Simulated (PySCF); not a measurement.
**Orbital picture of MgBr**

PW91 at R = 2.421 Å; Mg aug-pcseg-1, Br aug-pcseg-1; no relativity (PySCF 2.14). State: ²Σ⁺ (doublet), unpaired electrons σ ↑. Only the outer orbitals are listed, counted within each symmetry.

```tsv
spin	orbital	occ.	ε (eV)	on Mg (%)	main shells (%)
α	4π	1	-48.86	100	100 Mg p
α	4π	1	-48.86	100	100 Mg p
α	9σ	1	-48.80	100	100 Mg p
α	10σ	1	-18.10	2	97 Br s
α	11σ	1	-8.12	21	77 Br p, 19 Mg s
α	5π	1	-6.69	3	97 Br p
α	5π	1	-6.69	3	97 Br p
α	12σ	1	-5.09	91	72 Mg s, 19 Mg p, 10 Br p
α	6π	0	-1.93	105	105 Mg p
α	6π	0	-1.93	105	105 Mg p
β	4π	1	-48.75	100	100 Mg p
β	4π	1	-48.75	100	100 Mg p
β	9σ	1	-48.67	100	100 Mg p
β	10σ	1	-18.02	2	98 Br s
β	11σ	1	-7.93	16	82 Br p, 14 Mg s
β	5π	1	-6.65	2	98 Br p
β	5π	1	-6.65	2	98 Br p
β	12σ	0	-3.92	96	86 Mg s, 10 Mg p
β	6π	0	-1.05	98	98 Mg p
β	6π	0	-1.05	98	98 Mg p
```

Problem. Which are the highest filled and the lowest empty level, where do they sit, and how wide is the gap?

Solution. Highest filled α 12σ at -5.09 eV (in %: 72 Mg s, 19 Mg p, 10 Br p); lowest empty β 12σ at -3.92 eV (in %: 86 Mg s, 10 Mg p); the gap at PW91 is 1.17 eV.

| Quantity | Value |
| --- | --- |
| bond order (Mayer) | 0.60 |
| ⟨S²⟩ | 0.751 |
| charge on Mg (Mulliken, basis-dependent) | 0.59 |
| charge on Mg (Löwdin, basis-dependent) | 0.62 |
| dipole moment (positive dipole means Mg(−)Br(+)) | -3.54 D |

Shares are Mulliken populations and can fall outside 0 to 100 %.

Spin–orbit coupling is left out. The state is the lowest determinant that a PBE0 search found; another state may lie lower at other levels.
